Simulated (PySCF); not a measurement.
These 2 structures share the formula C5H10O2S. Method used: PBE0-D3(BJ)/def2-SVP geometry optimisation, gas phase (PySCF 2.14.0). One conformer each; no zero-point energy, no entropy. No frequencies were run at this level. Point groups hold within 0.08 Å.

Task: Rank from lowest to highest electronic energy at this level (kcal/mol).
A. `[O:1]=[S:2]1(=[O:3])[CH2:4][CH2:5][CH2:6][CH2:7][CH2:8]1` with O1–S2–C4–C5 170°, S2–C4–C5–C6 -60°, C4–C5–C6–C7 60°, C5–C6–C7–C8 -60° (pentamethylene sulfone)
B. `[CH3:1][S:2](=[O:3])(=[O:4])[CH:5]1[CH2:6][CH2:7][CH2:8]1` with C1–S2–C5–C6 176°, S2–C5–C6–C7 -102°, C5–C6–C7–C8 -13°, C6–C7–C8–C5 13°, S2–C5–C8–C7 98°

Result: A (0.0), B (25.1).

As drawn, the higher has a four-membered ring, which the lower lacks.

```tsv
SMILES	E (Eh)	E rel (kcal/mol)	dipole (D)	point group	A, B, C (MHz)
O=S1(=O)CCCCC1	-744.24765	0.0	4.90	Cs	2904, 1583, 1366
CS(=O)(=O)C1CCC1	-744.20762	25.1	4.37	C1	3115, 1422, 1309
```

Task: How do the relative energies change in single points at PBE0/pcSseg-1 (no added dispersion term) on the same geometries?

Result: 
```tsv
SMILES	PBE0-D3(BJ)/def2-SVP (kcal/mol)	PBE0/pcSseg-1 (kcal/mol)	shift
O=S1(=O)CCCCC1	0.0	0.0	0.0
CS(=O)(=O)C1CCC1	25.1	24.4	-0.7
```

Each column counts from its own lowest isomer. The order is unchanged; the largest shift is 0.7 kcal/mol.
